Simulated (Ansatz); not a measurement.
Start from `CB(N)O[SiH3]` and change one atom or group to get `CB(F)O[SiH3]`.

Ansatz, PBE0-D4/def2-TZVP geometries, multiplicity 1. Each molecule was computed in one conformer, which needn't be the lowest.

```json
{"property": "LUMO energy (PBE/def2-TZVPP) / eV", "`CB(N)O[SiH3]`": "-0.45"}
{"property": "size of the dipole moment (PBE/def2-TZVPP) / D", "`CB(N)O[SiH3]`": "1.42"}
{"property": "HOMO–LUMO gap (B3LYP/def2-TZVPP) / eV", "`CB(N)O[SiH3]`": "7.67"}
{"property": "HOMO energy (PBE/def2-TZVPP) / eV", "`CB(N)O[SiH3]`": "-6.38"}
{"property": "HOMO energy (PBE0/def2-TZVPP) / eV", "`CB(N)O[SiH3]`": "-7.78"}
{"property": "ideal-gas entropy at 298 K and 1 bar (rigid rotor, harmonic PBE0-D4/def2-TZVP) / J/(mol·K)", "`CB(N)O[SiH3]`": "363"}
```

**Question.** Give the same properties after the change, and the shifts. (An estimate is asked.)

**Answer.** Computed: 
| property | `CB(F)O[SiH3]` | shift |
| --- | --- | --- |
| LUMO energy (PBE/def2-TZVPP) / eV | -0.72 | -0.27 |
| size of the dipole moment (PBE/def2-TZVPP) / D | 0.61 | -0.81 |
| HOMO–LUMO gap (B3LYP/def2-TZVPP) / eV | 8.95 | 1.28 |
| HOMO energy (PBE/def2-TZVPP) / eV | -7.79 | -1.41 |
| HOMO energy (PBE0/def2-TZVPP) / eV | -9.28 | -1.50 |
| ideal-gas entropy at 298 K and 1 bar (rigid rotor, harmonic PBE0-D4/def2-TZVP) / J/(mol·K) | 364 | 1 |

With PBE0 the HOMO falls by 1.50 eV and the LUMO falls by 0.25 eV, so the gap widens by about 1.25 eV. PBE moves the HOMO by -1.41 eV and ωB97M-V by -1.44 eV. The zero-point energy changes by -65.1 kJ/mol with -6 modes. Dipoles are sizes alone; their direction can turn. Modes under 60 cm⁻¹, often nearly free rotors, make the harmonic entropy too high.

B3LYP here is the variant with VWN-RPA as its local correlation; programs differ in this.
